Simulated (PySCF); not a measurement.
**Radial density of Cr³⁺ (chromium, charge +3)**

UHF, [Ar] 3d3, high-spin 4F determinant. Computed with PySCF 2.14 in x2c-SVPall (5s3p3d1f, 36 functions), with scalar relativity by spin-free X2C-1e.

```csv
r (bohr),4πr²ρ (e/bohr),4πr²(ρα − ρβ)
0.00102,0.1493,0.0000
0.00172,0.4075,0.0000
0.00289,1.058,0.0000
0.00486,2.559,0.0000
0.00818,5.906,0.0000
0.0138,12.30,0.0000
0.0231,21.61,0.0001
0.0389,28.48,0.0002
0.0655,25.51,0.0011
0.110,22.33,0.0112
0.185,31.04,0.1127
0.312,21.53,0.6167
0.524,9.968,1.9388
0.882,12.38,2.6453
1.48,3.647,1.2826
2.49,0.1627,0.1048
4.20,0.002209,0.0019
```

Densities and radii are taken from the X2C orbitals without a picture-change correction, which distorts them close to the nucleus.
